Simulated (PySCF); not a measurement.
A structure optimised at TPSSh-D3(BJ)/def2-SVP, used in a PySCF frequency run:

```
C
H 1 1.1064
H 1 1.1064 2 106.39
O 1 1.4110 2 107.91 3 115.59
C 1 1.5227 2 109.39 3 -118.06
H 5 1.1019 1 110.15 2 58.08
H 5 1.1025 6 107.94 1 121.76
H 5 1.1025 6 107.94 7 116.49
Ga 4 1.7879 1 132.77 2 122.70
H 9 1.5573 4 110.84 1 180.00
H 9 1.5635 10 128.64 4 180.00
```

Write its SMILES, formula and point group.

CC[O][GaH2], C2H7GaO, Cs

What are its rotational constants (standard atomic weights)?

12.148, 2.4217, 2.0719 GHz
